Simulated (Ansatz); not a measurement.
One change: `SB(Cl)Cl` becomes `[SiH3][GeH2][B](Cl)Cl`.

Ansatz, PBE0-D4/def2-TZVP geometries, multiplicity 1. Each molecule was computed in one conformer, which needn't be the lowest.

Scalar relativity is left out up to krypton.

| property | `SB(Cl)Cl` |
| --- | --- |
| LUMO energy (ωB97M-V/def2-TZVPP) / eV | 0.79 |
| size of the dipole moment (PBE/def2-TZVPP) / D | 1.17 |
| LUMO energy (PBE0/def2-TZVPP) / eV | -1.32 |
| size of the dipole moment (ωB97M-V/def2-TZVPP) / D | 1.17 |
| HOMO–LUMO gap (ωB97M-V/def2-TZVPP) / eV | 11.28 |
| HOMO–LUMO gap (B3LYP/def2-TZVPP) / eV | 6.61 |

Problem. What does the change do to each property? (Best estimate.)

Solution. Ansatz gave: 
| property | `[SiH3][GeH2][B](Cl)Cl` | shift |
| --- | --- | --- |
| LUMO energy (ωB97M-V/def2-TZVPP) / eV | -0.11 | -0.90 |
| size of the dipole moment (PBE/def2-TZVPP) / D | 0.43 | -0.74 |
| LUMO energy (PBE0/def2-TZVPP) / eV | -2.12 | -0.80 |
| size of the dipole moment (ωB97M-V/def2-TZVPP) / D | 0.51 | -0.66 |
| HOMO–LUMO gap (ωB97M-V/def2-TZVPP) / eV | 9.86 | -1.42 |
| HOMO–LUMO gap (B3LYP/def2-TZVPP) / eV | 5.49 | -1.12 |

With PBE0 the HOMO rises by 0.39 eV and the LUMO falls by 0.80 eV, so the gap narrows by about 1.19 eV. PBE moves the HOMO by 0.30 eV and ωB97M-V by 0.52 eV. Dipoles are sizes alone; their direction can turn.

B3LYP here is the variant with VWN-RPA as its local correlation; programs differ in this.
